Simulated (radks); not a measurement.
Isoelectronic series with 14 electrons, each ion in its NIST ground configuration. Method: scalar-relativistic Kohn-Sham, PBE, spin-polarised, spherical densities, point nucleus; open shells are filled with parallel spins first (spin-orbit coupling, left out, can overturn this in heavy ions); computed with a radial shooting solver on a logarithmic mesh with Libxc functionals. Total energies (hartree) and mean radii <r> (bohr) (* marks an orbital that is empty in some or all of the ions):

| ion | configuration | E (hartree) | 3p down* | 3p up | 3s down | 3s up | 2p down |
|---|---|---|---|---|---|---|---|
| Si | [Ne] 3s2 3p2 | -289.86612 | 2.867 | 2.746 | 2.163 | 2.163 | 0.5376 |
| Cl3+ | [Ne] 3s2 3p2 | -458.63677 | 1.527 | 1.509 | 1.398 | 1.392 | 0.4055 |
| Ca6+ | [Ne] 3s2 3p2 | -668.26286 | 1.088 | 1.080 | 1.048 | 1.043 | 0.3255 |
| V9+ | [Ne] 3s2 3p2 | -918.91784 | 0.8517 | 0.8476 | 0.8410 | 0.8379 | 0.2717 |
| Fe12+ | [Ne] 3s2 3p2 | -1210.90482 | 0.7019 | 0.6993 | 0.7035 | 0.7011 | 0.2331 |
| Cu15+ | [Ne] 3s2 3p2 | -1544.60593 | 0.5975 | 0.5957 | 0.6047 | 0.6030 | 0.2040 |
| Ge18+ | [Ne] 3s2 3p2 | -1920.47223 | 0.5204 | 0.5190 | 0.5302 | 0.5288 | 0.1813 |
| Br21+ | [Ne] 3s2 3p2 | -2339.02242 | 0.4609 | 0.4598 | 0.4718 | 0.4707 | 0.1630 |
| Sr24+ | [Ne] 3s2 3p2 | -2800.84467 | 0.4135 | 0.4127 | 0.4247 | 0.4238 | 0.1481 |
| Nb27+ | [Ne] 3s2 3p2 | -3306.60000 | 0.3749 | 0.3742 | 0.3859 | 0.3852 | 0.1355 |
| Ru30+ | [Ne] 3s2 3p2 | -3857.02692 | 0.3428 | 0.3422 | 0.3534 | 0.3527 | 0.1249 |
| Ag33+ | [Ne] 3s2 3p2 | -4452.94702 | 0.3156 | 0.3151 | 0.3256 | 0.3251 | 0.1157 |
| Sn36+ | [Ne] 3s2 3p2 | -5095.27165 | 0.2923 | 0.2919 | 0.3017 | 0.3012 | 0.1078 |
